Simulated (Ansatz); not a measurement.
Geometry optimisation, Ansatz, UKS PBE-D4/6-31G*.

The input (input.yaml):

```yaml
crystal:
  periodic: [false, false, false]
  atoms:
    - { symbol: Cl, position_ang: [-0.5965, 2.3606, -0.4858] }
    - { symbol: C, position_ang: [0.3778, 0.9501, -0.4897] }
    - { symbol: Si, position_ang: [0.4957, 0.2463, 1.195] }
    - { symbol: B, position_ang: [-0.3581, -1.3575, 0.6247] }
    - { symbol: Si, position_ang: [-0.5252, -0.5225, -1.1572] }
    - { symbol: H, position_ang: [1.3642, 1.1214, -0.9814] }
    - { symbol: H, position_ang: [-0.2033, 1.0049, 2.2192] }
    - { symbol: H, position_ang: [0.10266, -2.22104, 1.26571] }
    - { symbol: H, position_ang: [-0.7808, -2.3674, 1.1578] }
    - { symbol: H, position_ang: [0.2533, -1.2518, -2.1216] }
    - { symbol: H, position_ang: [-1.9224, -0.2083, -1.5059] }
magnetization:
  spin_polarized: true
basis:
  gaussian: { orbitals: "6-31G*" }
hamiltonian:
  xc: pbe
  dispersion: d4
relax:
  f_tol: 0.02
  max_steps: 50
```

Run as:

```bash
$ ansatz run input.yaml --threads 2 --pin off --max-ram 3072MiB --backend cpu --events-out ev --progress --plain --runs-dir out
```

Task: Where does it end, and by what steps?

Result: The run converged. After 17 steps the energy has fallen by 3.327 eV; H8 moved furthest, 1.13 Å.

```json
{"step": "0", "energy less start (eV)": "0.0000", "largest force component (eV/Å)": "2.310", "accepted": "yes"}
{"step": "1", "energy less start (eV)": "-1.0379", "largest force component (eV/Å)": "1.800", "accepted": "yes"}
{"step": "2", "energy less start (eV)": "-1.7049", "largest force component (eV/Å)": "1.281", "accepted": "yes"}
{"step": "3", "energy less start (eV)": "-2.2071", "largest force component (eV/Å)": "2.467", "accepted": "yes"}
{"step": "4", "energy less start (eV)": "-2.6125", "largest force component (eV/Å)": "1.758", "accepted": "yes"}
{"step": "5", "energy less start (eV)": "-2.7714", "largest force component (eV/Å)": "1.078", "accepted": "yes"}
{"step": "6", "energy less start (eV)": "-2.8444", "largest force component (eV/Å)": "0.714", "accepted": "yes"}
{"step": "7", "energy less start (eV)": "-2.9720", "largest force component (eV/Å)": "0.653", "accepted": "yes"}
{"step": "8", "energy less start (eV)": "-3.0724", "largest force component (eV/Å)": "0.776", "accepted": "yes"}
{"step": "9", "energy less start (eV)": "-3.1688", "largest force component (eV/Å)": "0.385", "accepted": "yes"}
{"step": "10", "energy less start (eV)": "-3.2424", "largest force component (eV/Å)": "0.342", "accepted": "yes"}
{"step": "11", "energy less start (eV)": "-3.2900", "largest force component (eV/Å)": "0.343", "accepted": "yes"}
{"step": "12", "energy less start (eV)": "-3.3109", "largest force component (eV/Å)": "0.332", "accepted": "yes"}
{"step": "13", "energy less start (eV)": "-3.3205", "largest force component (eV/Å)": "0.188", "accepted": "yes"}
{"step": "14", "energy less start (eV)": "-3.3244", "largest force component (eV/Å)": "0.049", "accepted": "yes"}
{"step": "15", "energy less start (eV)": "-3.3258", "largest force component (eV/Å)": "0.039", "accepted": "yes"}
{"step": "16", "energy less start (eV)": "-3.3264", "largest force component (eV/Å)": "0.033", "accepted": "yes"}
{"step": "17", "energy less start (eV)": "-3.3267", "largest force component (eV/Å)": "0.015", "accepted": "yes"}
```

```xyz
11
Properties=species:S:1:pos:R:3
Cl -0.062 2.691 -0.754
C 0.487 1.027 -0.413
Si 0.146 0.213 1.271
B -0.116 -1.678 0.820
Si -0.621 -0.516 -0.923
H 1.506 0.888 -0.803
H -0.989 0.988 1.900
H 0.767 -2.365 0.362
H -0.924 -2.192 1.555
H 0.023 -1.244 -2.057
H -2.008 -0.059 -1.237
```

Whether the end is a true minimum wasn't checked by a vibrational analysis.

The run took 49 s on 2 threads of Intel(R) Xeon(R) Platinum 8488C (Sapphire Rapids) (shared host), peak memory 0.26 GiB.
